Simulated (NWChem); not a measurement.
System: CH7BP2; SMILES PB(C)P

Excerpt of the output:

```
             Northwest Computational Chemistry Package (NWChem) 7.3.0
             --------------------------------------------------------

 CS  symmetry detected

                             Geometry "geometry" -> ""
                             -------------------------

 Output coordinates in angstroms (scale by  1.889725989 to convert to a.u.)

  No.       Tag          Charge          X              Y              Z
 ---- ---------------- ---------- -------------- -------------- --------------
    1 B                    5.0000     0.36215337    -0.03111863     0.00000000
    2 C                    6.0000     1.93868643     0.04157139     0.00000000
    3 H                    1.0000     2.36386742     0.52105734    -0.88980866
    4 H                    1.0000     2.36386742     0.52105734     0.88980866
    5 H                    1.0000     2.31039085    -0.99604464     0.00000000
    6 P                   15.0000    -0.58903511     0.09881788    -1.65931948
    7 H                    1.0000     0.23485245    -0.71562416    -2.48015036
    8 H                    1.0000    -1.63983139    -0.83659662    -1.47737421
    9 P                   15.0000    -0.58903511     0.09881788     1.65931948
   10 H                    1.0000    -1.63983139    -0.83659662     1.47737421
   11 H                    1.0000     0.23485245    -0.71562416     2.48015036

 Effective nuclear repulsion energy (a.u.)     186.7737694991

      Symmetry information
      --------------------

 Group name             Cs
 Group number              2
 Group order               2
 No. of unique centers     7

                                 NWChem DFT Module
                                 -----------------

 Summary of "ao basis" -> "ao basis" (spherical)
 ------------------------------------------------------------------------------
       Tag                 Description            Shells   Functions and Types
 ---------------- ------------------------------  ------  ---------------------
 B                           3-21g                   5        9   3s2p
 C                           3-21g                   5        9   3s2p
 H                           3-21g                   2        2   2s
 P                           3-21g                   7       13   4s3p

      Symmetry analysis of basis
      --------------------------

        a'         35
        a"         23

            General Information
            -------------------
          SCF calculation type: DFT
          Wavefunction type:  closed shell.
          No. of atoms     :    11
          No. of electrons :    48
           Alpha electrons :    24
            Beta electrons :    24
          Charge           :     0
          Spin multiplicity:     1
          Use of symmetry is: off; symmetry adaption is: on
          Maximum number of iterations: 150
          AO basis - number of functions:    58
                     number of shells:    38
          Convergence on energy requested:  1.00D-06
          Convergence on density requested:  1.00D-05
          Convergence on gradient requested:  5.00D-04

              XC Information
              --------------
                     Hartree-Fock (Exact) Exchange  1.000
                   CAM-Becke88 Exchange Functional  1.000
                      VWN V Correlation Functional  0.190 local
              Lee-Yang-Parr Correlation Functional  0.810

           Range-Separation Parameters
           ---------------------------
           Alpha           :  0.19
           Beta            :  0.46
           Gamma           :  0.33
           Short-Range HF  :     F

             Grid Information
             ----------------
          Grid used for XC integration:  medium
          Radial quadrature: Mura-Knowles
          Angular quadrature: Lebedev.
          Tag              B.-S. Rad. Rad. Pts. Rad. Cut. Ang. Pts.
          ---              ---------- --------- --------- ---------
          B                   0.85       49           8.0       434
          C                   0.70       49          10.0       434
          H                   0.35       45          11.0       434
          P                   1.00       88          10.0       590
          Grid pruning is: on
          Number of quadrature shells:   589
          Spatial weights used:  Erf1

      Superposition of Atomic Density Guess
      -------------------------------------

[...]

                                NWChem TDDFT Module
                                -------------------

            General Information
            -------------------
           No. of orbitals :     116
            Alpha orbitals :      58
             Beta orbitals :      58
        Alpha frozen cores :       0
         Beta frozen cores :       0
     Alpha frozen virtuals :       0
      Beta frozen virtuals :       0
         Spin multiplicity :       1
    Number of AO functions :      58
        Use of symmetry is : off
      Symmetry adaption is : on
         Schwarz screening :  0.10D-07

              XC Information
              --------------
              Hartree-Fock (Exact) Exchange   1.00
            CAM-Becke88 Exchange Functional   1.00
               VWN V Correlation Functional   0.19 local
       Lee-Yang-Parr Correlation Functional   0.81
           Alpha           :  0.19
           Beta            :  0.46
           Gamma           :  0.33

             TDDFT Information
             -----------------
          Calculation type : Tamm-Dancoff TDDFT
         Wavefunction type : Restricted singlets
          No. of electrons :      48
           Alpha electrons :      24
            Beta electrons :      24
              No. of roots :       6
          Max subspacesize :    5200
            Max iterations :     100
               Target root :       1
           Target symmetry : none
      Symmetry restriction : off
                 Algorithm : Optimal
        Davidson threshold :  0.10D-03

    6 smallest eigenvalue differences (eV)
--------------------------------------------------------
  No. Spin  Occ  Vir  Irrep   E(Occ)    E(Vir)   E(Diff)
--------------------------------------------------------
    1    1   24   25 a"       -0.294    -0.002     7.968
    2    1   23   25 a'       -0.333    -0.002     9.005
    3    1   24   26 a"       -0.294     0.083    10.276
    4    1   22   25 a"       -0.384    -0.002    10.419
    5    1   21   25 a'       -0.399    -0.002    10.825
    6    1   24   27 a"       -0.294     0.121    11.302
--------------------------------------------------------

  Entering Davidson iterations
  Restricted singlet excited states

  Iter   NTrls   NConv    DeltaV     DeltaE      Time
  ----  ------  ------  ---------  ---------  ---------
    1      6       0     0.94E-01   0.10+100        4.2
    2     12       0     0.24E-01   0.17E-01        4.2
    3     18       0     0.86E-02   0.11E-02        4.3
    4     24       0     0.37E-02   0.14E-03        4.3
    5     30       0     0.14E-02   0.28E-04        4.2
    6     36       3     0.10E-02   0.63E-05        4.2
    7     39       4     0.66E-01   0.55E-02        3.3
    8     41       4     0.19E-01   0.76E-02        3.0
    9     43       5     0.93E-02   0.98E-03        3.0
   10     44       5     0.46E-02   0.20E-03        2.7
   11     45       5     0.15E-02   0.21E-04        2.7
   12     46       5     0.39E-03   0.16E-05        2.7
   13     47       6     0.89E-04   0.16E-06        2.7
  ----  ------  ------  ---------  ---------  ---------
  Convergence criterion met

  Ground state a'       -745.951281225457 a.u.

  ----------------------------------------------------------------------------
  Root   1 singlet a"             0.183424163 a.u.                4.9912 eV
  ----------------------------------------------------------------------------
     Transition Moments    X  0.00000   Y -0.00000   Z  1.32239
     Dipole Oscillator Strength                    0.2138392764
     Electric Quadrupole                           0.0000002983
     Magnetic Dipole                               0.0000005504
     Total Oscillator Strength                     0.2138401252

     Occ.   22  a"  ---  Virt.   25  a'      -0.20602
     Occ.   22  a"  ---  Virt.   27  a'      -0.09970
     Occ.   24  a"  ---  Virt.   25  a'      -0.96013
     Occ.   24  a"  ---  Virt.   27  a'      -0.06865
     Occ.   24  a"  ---  Virt.   30  a'      -0.05439
  ----------------------------------------------------------------------------
  Root   2 singlet a'             0.220000041 a.u.                5.9865 eV
  ----------------------------------------------------------------------------
     Transition Moments    X -0.54561   Y  0.27333   Z  0.00000
     Dipole Oscillator Strength                    0.0546180309
     Electric Quadrupole                           0.0000004179
     Magnetic Dipole                               0.0000011424
     Total Oscillator Strength                     0.0546195912

     Occ.   18  a'  ---  Virt.   25  a'      -0.08338
     Occ.   21  a'  ---  Virt.   25  a'       0.36628
     Occ.   21  a'  ---  Virt.   27  a'       0.09472
     Occ.   22  a"  ---  Virt.   29  a"      -0.07695
     Occ.   23  a'  ---  Virt.   25  a'       0.89693
     Occ.   23  a'  ---  Virt.   27  a'       0.08198
     Occ.   23  a'  ---  Virt.   30  a'       0.06106
     Occ.   24  a"  ---  Virt.   31  a"      -0.06239
  ----------------------------------------------------------------------------
  Root   3 singlet a"             0.242337043 a.u.                6.5943 eV
  ----------------------------------------------------------------------------
     Transition Moments    X -0.00000   Y -0.00000   Z -0.64389
     Dipole Oscillator Strength                    0.0669813087
     Electric Quadrupole                           0.0000000920
     Magnetic Dipole                               0.0000029572
     Total Oscillator Strength                     0.0669843580

[...]
```

Level: CAM-B3LYP/3-21G, TDA. STO-3G and 3-21G are far too small for this property and stand as cheap habits. The geometry was optimised at B3LYP/6-31G* (spherical d).

Problem. Which NWChem input produces such a log?

Solution. This is not unique; one that fits is the input that was run:
```
start job
memory heap 200 mb stack 900 mb global 1100 mb
geometry units angstroms noautoz
  B      0.346141    -0.006841    -0.013918
  C      1.921599    -0.001303     0.079043
  H      2.348196    -0.924116     0.489988
  H      2.333398     0.849532     0.634873
  H      2.306107     0.085987    -0.950202
  P     -0.592783    -1.678092    -0.031720
  H      0.247902    -2.423892    -0.899418
  H     -1.633398    -1.428236    -0.962833
  P     -0.620318     1.629444     0.238117
  H     -1.657901     1.516628    -0.722596
  H      0.206755     2.519813    -0.496093
end
basis spherical
  B library 3-21g
  C library 3-21g
  H library 3-21g
  P library 3-21g
end
dft
  xc xcamb88 1.00 lyp 0.81 vwn_5 0.19 hfexch 1.00
  cam 0.33 cam_alpha 0.19 cam_beta 0.46
  iterations 150
end
tddft
  cis
  nroots 6
  notriplet
end
task tddft energy
```
